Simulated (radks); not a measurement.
The mean radii <r> (bohr) of the occupied orbitals of an atom or ion are listed with their occupations. All-electron calculation, Dirac Kohn-Sham, PBE, spin-unpolarised, spherical densities, finite nucleus; Fermi nuclear charge, rms radius of each element as measured or else 0.836 A^(1/3) + 0.57 fm. Program: a radial shooting solver on a logarithmic mesh with Libxc functionals.

orbital  occ.      <r>
1s1/2       2  0.02001
2s1/2       2  0.08431
2p1/2       2  0.07009
2p3/2       4  0.07747
3s1/2       2   0.2194
3p1/2       2   0.2091
3p3/2       4   0.2226
3d3/2       4   0.1958
3d5/2       6   0.2000
4s1/2       2   0.4637
4p1/2       2   0.4644
4p3/2       4   0.4867
4d3/2     2.4   0.4841
4d5/2     3.6   0.4905

Name the element and its charge. Open shells, if any, are shared by 2j + 1.

Answer. Z = 69, thulium, charge +27: Tm27+ in [Kr] 4d6. The 1s radius gives Z: for a bare nucleus <r> = (2 gamma + 1)/(2Z) with gamma = sqrt(1 - (Z/c)^2), 0.01977 bohr for Z = 69, and screening makes it slightly larger (0.02001 here). The occupations add up to 42, and the charge is Z minus that.
